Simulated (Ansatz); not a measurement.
Born–Oppenheimer molecular dynamics of AlF₂I (4 atoms, charge 0, multiplicity 1). It starts from a relaxed structure.

Theory: RKS B3LYP-D4/def2-SVP in Ansatz.

```yaml
ensemble: NVE (velocity Verlet)
time_step: 2 fs
steps_asked: 150
starting_velocities_drawn_for: 300 K
seed: 329777
```

Frames 2 fs apart, positions in Å, forces in eV/Å.

Velocities at 180.0 fs (Å/ps):

```
F -3.77 1.17 -3.10
Al -0.15 -0.23 -0.35
F -2.37 3.60 -1.27
I 0.95 -0.67 0.73
```

```xyz
4
Properties=species:S:1:pos:R:3:forces:R:3 time_fs=180.0 energy_less_start_eV=0.021 T=221
F 1.149 0.665 1.186 -0.39 -0.41 -0.42
Al 0.132 -0.097 0.097 0.51 -0.16 0.36
F 0.251 -1.733 -0.184 0.08 0.38 0.19
I -1.521 1.155 -1.149 -0.20 0.19 -0.12
4
Properties=species:S:1:pos:R:3:forces:R:3 time_fs=182.0 energy_less_start_eV=0.016 T=238
F 1.141 0.667 1.179 -0.25 -0.32 -0.27
Al 0.132 -0.098 0.097 0.37 -0.03 0.26
F 0.246 -1.726 -0.187 0.11 0.13 0.16
I -1.520 1.154 -1.147 -0.23 0.21 -0.15
4
Properties=species:S:1:pos:R:3:forces:R:3 time_fs=184.0 energy_less_start_eV=0.016 T=240
F 1.133 0.668 1.172 -0.07 -0.20 -0.08
Al 0.133 -0.098 0.096 0.19 0.10 0.13
F 0.242 -1.718 -0.189 0.14 -0.13 0.12
I -1.518 1.153 -1.146 -0.26 0.23 -0.17
4
Properties=species:S:1:pos:R:3:forces:R:3 time_fs=186.0 energy_less_start_eV=0.020 T=223
F 1.124 0.669 1.165 0.13 -0.06 0.13
Al 0.133 -0.099 0.097 -0.01 0.21 -0.02
F 0.238 -1.710 -0.191 0.17 -0.39 0.08
I -1.516 1.151 -1.145 -0.28 0.25 -0.19
4
Properties=species:S:1:pos:R:3:forces:R:3 time_fs=188.0 energy_less_start_eV=0.029 T=189
F 1.116 0.670 1.158 0.34 0.08 0.34
Al 0.134 -0.099 0.097 -0.22 0.28 -0.18
F 0.234 -1.704 -0.192 0.19 -0.63 0.05
I -1.514 1.150 -1.143 -0.31 0.27 -0.21
4
Properties=species:S:1:pos:R:3:forces:R:3 time_fs=190.0 energy_less_start_eV=0.041 T=144
F 1.108 0.671 1.151 0.52 0.22 0.54
Al 0.135 -0.099 0.097 -0.40 0.31 -0.34
F 0.231 -1.698 -0.194 0.21 -0.81 0.02
I -1.513 1.149 -1.142 -0.33 0.29 -0.23
4
Properties=species:S:1:pos:R:3:forces:R:3 time_fs=192.0 energy_less_start_eV=0.052 T=101
F 1.102 0.672 1.146 0.68 0.32 0.70
Al 0.135 -0.098 0.096 -0.53 0.29 -0.45
F 0.228 -1.694 -0.195 0.22 -0.93 0.00
I -1.511 1.148 -1.141 -0.37 0.31 -0.25
4
Properties=species:S:1:pos:R:3:forces:R:3 time_fs=194.0 energy_less_start_eV=0.060 T=70
F 1.097 0.674 1.142 0.77 0.39 0.80
Al 0.134 -0.097 0.095 -0.59 0.24 -0.52
F 0.225 -1.692 -0.197 0.23 -0.97 0.00
I -1.510 1.147 -1.140 -0.40 0.34 -0.28
4
Properties=species:S:1:pos:R:3:forces:R:3 time_fs=196.0 energy_less_start_eV=0.063 T=59
F 1.093 0.677 1.140 0.79 0.40 0.82
Al 0.132 -0.096 0.092 -0.56 0.15 -0.51
F 0.223 -1.692 -0.198 0.23 -0.92 0.01
I -1.509 1.147 -1.139 -0.45 0.37 -0.32
4
Properties=species:S:1:pos:R:3:forces:R:3 time_fs=198.0 energy_less_start_eV=0.061 T=67
F 1.091 0.681 1.139 0.73 0.35 0.76
Al 0.130 -0.094 0.090 -0.45 0.04 -0.43
F 0.221 -1.694 -0.200 0.22 -0.80 0.03
I -1.508 1.146 -1.138 -0.50 0.41 -0.36
4
Properties=species:S:1:pos:R:3:forces:R:3 time_fs=200.0 energy_less_start_eV=0.056 T=86
F 1.090 0.685 1.140 0.61 0.25 0.62
Al 0.127 -0.092 0.086 -0.27 -0.07 -0.28
F 0.220 -1.698 -0.201 0.21 -0.63 0.06
I -1.507 1.146 -1.137 -0.56 0.45 -0.40
4
Properties=species:S:1:pos:R:3:forces:R:3 time_fs=202.0 energy_less_start_eV=0.051 T=104
F 1.091 0.690 1.143 0.45 0.11 0.44
Al 0.123 -0.091 0.083 -0.03 -0.18 -0.09
F 0.219 -1.702 -0.202 0.20 -0.43 0.10
I -1.506 1.145 -1.136 -0.62 0.50 -0.45
```

Of the whole run (300 fs, mean temperature of the second half 148 K): The conserved energy stayed within 0.18 meV per atom of its start (net change 0.13 meV per atom), so the integration is sound. The temperature averaged 0.49 of the 300 K drawn at the start: a run that starts near a minimum puts about half its kinetic energy into the potential. A run of 0.3 ps of so small a system gives no equilibrium averages.

The run took 3.7 min on 1 CPU thread of a shared host.
